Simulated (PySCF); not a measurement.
**Two-component Hartree-Fock for Ne (neon, neutral)**

Start: [Ne]. Calculated with PySCF 2.14 in an uncontracted even-tempered set (20 s from 0.019 bohr⁻², ratio 2.6; 13 p from 0.025 bohr⁻², ratio 2.6; 3 d from 1.5 bohr⁻², ratio 2.8; 3 f from 2.3 bohr⁻², ratio 2.8): generalised Hartree-Fock with the X2C-1e Hamiltonian and a Gaussian nucleus; spin-orbit coupling (SO) screened by Boettger's factors.

```json
{"spinor shell": "1s1/2", "electrons": "2", "ε, screened SO (eV)": "-892.86", "weight of nominal j (screened SO)": "1.000", "rms radius, screened SO (bohr)": "0.183"}
{"spinor shell": "2s1/2", "electrons": "2", "ε, screened SO (eV)": "-52.670", "weight of nominal j (screened SO)": "1.000", "rms radius, screened SO (bohr)": "0.982"}
{"spinor shell": "2p1/2", "electrons": "2", "ε, screened SO (eV)": "-23.209", "weight of nominal j (screened SO)": "1.000", "rms radius, screened SO (bohr)": "1.11"}
{"spinor shell": "2p3/2", "electrons": "4", "ε, screened SO (eV)": "-23.082", "weight of nominal j (screened SO)": "1.000", "rms radius, screened SO (bohr)": "1.11"}
```

```json
{"quantity": "E (hartree)", "screened SO": "-128.68436"}
{"quantity": "M_J", "screened SO": "0"}
{"quantity": "⟨J²⟩", "screened SO": "0.000"}
{"quantity": "⟨L²⟩", "screened SO": "0.000"}
{"quantity": "⟨S²⟩", "screened SO": "0.000"}
```
